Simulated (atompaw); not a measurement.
**u(r) = r·R(r): atom against pseudo-atom (Tc (Z = 43))**

Columns: radius, all-electron u(r) and pseudo u(r) of the 4d shell (level -6.66 eV) of technetium in the configuration [Ar] 3d10 4s2 4p6 4d5 5s2 5p0; PBE, scalar-relativistic, PAW (atompaw) scheme, atompaw 4.2.0.5.

```
r (bohr)  all-electron  pseudo
   0.085       -0.1107  0.0005
   0.169       -0.3100  0.0041
   0.254       -0.3852  0.0137
   0.338       -0.3216  0.0313
   0.423       -0.1727  0.0589
   0.508        0.0096  0.0971
   0.592        0.1898  0.1451
   0.677        0.3542  0.2029
   0.762        0.4927  0.2679
   0.846        0.6019  0.3368
   0.931        0.6852  0.4081
   1.015        0.7430  0.4768
   1.100        0.7804  0.5416
   1.185        0.8003  0.5986
   1.269        0.8062  0.6450
   1.354        0.8013  0.6805
   1.438        0.7883  0.7033
   1.523        0.7692  0.7140
   1.608        0.7456  0.7133
   1.692        0.7195  0.7028
   1.777        0.6912  0.6842
   1.862        0.6618  0.6598
   1.946        0.6324  0.6323
   2.031        0.6026  0.6029
   2.115        0.5736  0.5737
   2.200        0.5450  0.5450
```

(1) How many radial nodes do the two functions have?

(2) Where does each function peak?

(3) Is the pseudo-wave norm-conserving?

## Answers

(1) The all-electron 4d function has n − l − 1 = 1; the pseudo-wave has 0, since the states of the same l below it are removed with the core.

(2) Outermost all-electron maximum near 1.27 bohr, pseudo maximum near 1.52 bohr (to the table’s step).

(3) No, it belongs to a PAW set: the norm inside the radius is not constrained, and the difference is carried by the augmentation charge.
